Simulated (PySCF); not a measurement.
[Y(NH2)2]+: from a saddle point downhill

PySCF 2.14.0, RKS PBE0, Y def2-SVP with ECP28, N def2-SVP, H def2-SVP; non-relativistic Hamiltonian with scalar-relativistic core potentials where named; density fitting; no spin-orbit coupling. Relaxed within the symmetry of its start, the geometry (C2v) is

```xyz
7

Y     0.0000    0.0000   -0.3098
N     1.7482    0.0000    0.8027
H     2.1788   -0.8099    1.2564
H     2.1788    0.8099    1.2564
N    -1.7482    0.0000    0.8027
H    -2.1788    0.8099    1.2564
H    -2.1788   -0.8099    1.2564
```

and its lowest harmonic modes are -389, -374, 156, 348, 379, 548 cm⁻¹ (negative: unstable). It was moved along the lowest mode and relaxed again, within the group Cs that the move left.

Problem. Where does it end, and how much lower?

Solution. In nearly C2v, 0.504 eV lower, after 20 steps:
```xyz
7

Y     0.0000    0.7888   -0.1038
N     1.6436    0.0366    0.8645
H     1.5895   -0.6083    1.6564
H     2.6388    0.1929    0.6916
N    -1.6436    0.0366    0.8645
H    -2.6388    0.1929    0.6916
H    -1.5895   -0.6083    1.6564
```

Problem. How do the contacts change?

Solution. 
```csv
contact,saddle (Å),end (Å)
Y1–N2 (NH2),2.072,2.051
Y1–N5 (NH2),2.072,2.051
```


Problem. Is the end a minimum?

Solution. Yes; lowest modes 142, 238, 266, 369, 448, 599 cm⁻¹.

State: singlet.
